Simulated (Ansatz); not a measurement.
Sr₇⁺, relaxed as a doublet with UKS r2SCAN/def2-SVP in Ansatz, starting from the GFN2-xTB geometry. Force threshold 0.02 eV/Å.

In the def2 sets Sr takes a core potential; there is no spin–orbit coupling. The charge 1 doublet is spin-contaminated (final ⟨S²⟩ up to 1.52, 0.75 for a pure state). The structure comes from a short search, and lower isomers may exist.

Start:

Cartesian coordinates in Å:
```
Sr -2.014 -3.270 -2.448
Sr 1.726 3.486 -1.066
Sr 2.073 0.259 1.783
Sr 0.867 -0.610 -2.153
Sr -2.038 0.227 0.279
Sr -0.525 -3.574 1.161
Sr -0.088 3.482 2.443
```

(1) Estimate the energy that the relaxation releases and the steps that it takes.

(2) Does the start keep its bonding and symmetry?

(3) Predict the relaxed structure.

Results:

(1) 35.7 kJ/mol, in 6 steps; 4.2 min on 4 threads of Intel Xeon on a shared host. No frequencies were taken in this run, so the end may be a saddle point.

(2) Bonds formed: Sr2–Sr5 (atoms count from 1).

(3) 
```xyz
7

Sr   -2.311   -2.949   -2.466
Sr    1.221    3.125   -1.135
Sr    2.003    0.234    1.792
Sr    1.306   -1.053   -2.109
Sr   -1.733    0.447    0.174
Sr   -0.268   -3.358    1.053
Sr   -0.218    3.555    2.691
```
Bond lengths (bridged metal pairs left out): 15 × Sr–Sr 4.08 to 4.34 Å.
